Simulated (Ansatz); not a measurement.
C5H12OSn, SMILES `C=C[CH2][SnH]([CH3])[O]C` at its PBE0-D4/def2-TZVP geometry, where that method's forces vanish. Total charge 0; spin multiplicity 1. Sn: def2 effective core potential.

```xyz
19

C     1.6531   -1.1196    1.7394
C     0.4694   -1.5181    1.2856
C    -0.7540   -0.6867    1.2190
Sn   -1.0022    0.1258   -0.7724
C    -0.4115   -1.2030   -2.3216
O     0.3070    1.5958   -0.9297
C     0.2232    2.6989   -0.0738
H     1.8030   -0.1191    2.1334
H     2.5122   -1.7791    1.7285
H     0.3805   -2.5299    0.8930
H    -1.6555   -1.2561    1.4559
H    -0.7031    0.1716    1.8929
H    -2.5567    0.8363   -0.9708
H     0.5847   -1.5841   -2.0971
H    -0.3838   -0.6634   -3.2681
H    -1.1082   -2.0377   -2.4041
H     0.9932    3.4236   -0.3587
H     0.3980    2.4337    0.9799
H    -0.7493    3.2111   -0.1314
```

(1) What forces (eV/Å) does PBE-D4/def2-TZVPP give on these atoms in Ansatz? (Estimate.)

Results:

(1) Computed: 
```
C1   0.365  0.105  0.128
C2  -0.385 -0.063 -0.123
C3   0.062 -0.115  0.126
Sn4 -0.315 -0.194 -0.004
C5   0.039 -0.042 -0.062
O6   0.420 -0.053 -0.413
C7  -0.055  0.173  0.169
H8   0.043  0.209  0.088
H9   0.191 -0.126  0.006
H10 -0.032 -0.219 -0.086
H11 -0.194 -0.096  0.022
H12  0.002  0.186  0.121
H13 -0.194  0.090 -0.024
H14  0.181 -0.072  0.042
H15  0.003  0.100 -0.173
H16 -0.130 -0.146 -0.007
H17  0.168  0.157 -0.061
H18  0.037 -0.031  0.245
H19 -0.207  0.136  0.008
```
